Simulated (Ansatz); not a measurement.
Mulliken charges of `[OH][Ta]([OH])([OH])([OH])[Cl]` from B3LYP/def2-TZVPP in Ansatz (PBE0-D4/def2-TZVP geometry).

| atom | x (Å) | y (Å) | z (Å) | charge (e) |
| --- | --- | --- | --- | --- |
| O1 | -1.158 | 1.209 | 0.484 | -0.416 |
| Ta2 | 0.111 | -0.135 | -0.037 | 1.068 |
| O3 | 1.167 | -1.688 | -0.223 | -0.359 |
| O4 | -0.487 | -0.133 | -1.836 | -0.369 |
| O5 | 1.586 | 1.024 | 0.239 | -0.369 |
| Cl6 | -0.957 | -1.373 | 1.716 | -0.366 |
| H7 | -1.836 | 1.215 | 1.159 | 0.203 |
| H8 | 1.268 | -2.556 | 0.164 | 0.197 |
| H9 | -1.151 | 0.490 | -2.139 | 0.206 |
| H10 | 1.457 | 1.946 | 0.474 | 0.206 |

Q: By hand: the dipole of these point charges (1 e Å = 4.8032 D).

A: Σ q r = (0.066, 0.378, -0.275) e Å, of length 0.472 e Å = 2.27 D.

Q: How does the dipole of the full density compare? (Estimate.)

A: The calculation gave: (-0.154, 0.395, -0.065) e Å, 2.06 D; the point charges give 1.10 times that, at 39° from its direction.

Point charges leave out the atoms' own dipoles, such as those of lone pairs, and Mulliken's split depends on the basis, so the two needn't agree.

B3LYP here is the variant with VWN-RPA as its local correlation; programs differ in this.
